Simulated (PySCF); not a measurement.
Cu(OH2)2 (CuH4O2), SMILES [OH2]->[Cu+]<-[OH2], charge +1, multiplicity 1.

Geometry optimised at r2SCAN-D4/def2-TZVP. The spin state was assumed, not searched.

Level of theory: PBE0/def2-TZVPD (PySCF).

Gas-phase values at a fixed geometry.

Computed frontier levels, gap, dipole moment and polarisability:
The highest occupied level is -12.39 eV and the lowest empty level comes out as -5.77 eV. The orbital gap is 6.62 eV, the dipole moment about the centre of nuclear charge is 0.81 D and the mean static polarisability is 26.7 bohr³ (3.95 Å³). The polarisability, principal values is 24.8, 24.9, 30.2 bohr³.
